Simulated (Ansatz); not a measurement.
Consider the hydrogen abstraction from the Si–H bond: `F[SiH](Cl)O[SiH3]` + `[CH3]`• → `F[Si](Cl)O[SiH3]`• + CH₄.

Gas-phase electronic energies from Ansatz, PBE0-D4/def2-TZVP geometries. CCSD(T)/CBS is the MP2 limit (def2-TZVPP, def2-QZVPP) plus CCSD(T) − MP2 in def2-TZVPP, frozen cores. This one scheme is used for every species. Open shells (•) are unrestricted, without spin–orbit coupling. One conformer a species, not always the lowest.

```json
{"species": "`F[SiH](Cl)O[SiH3]`", "CCSD(T)/CBS(def2) energy (Eh)": "-1215.52253"}
{"species": "`[CH3]`•", "CCSD(T)/CBS(def2) energy (Eh)": "-39.78218"}
{"species": "`F[Si](Cl)O[SiH3]`•", "CCSD(T)/CBS(def2) energy (Eh)": "-1214.85772"}
{"species": "CH₄", "CCSD(T)/CBS(def2) energy (Eh)": "-40.46206"}
```

(1) Work out ΔE.

Largest T1 diagnostic among the species: 0.013.

Results:

(1) ΔE = (-1214.85772) + (-40.46206) − (-1215.52253) − (-39.78218) = -0.01507 Eh = -9.5 kcal/mol.

From BLYP to BHLYP (50 % exact exchange), in def2-TZVPP and without D4, ΔE moves by +5.8 kcal/mol. Leaving LDA and LC-ωPBE aside and taking each functional with its dispersion term where it has one, the values, not all of them listed here, spread over 7.7 kcal/mol, from PBE-D4 to BHLYP-D4. LDA lies −3.0 kcal/mol from PBE without D4.
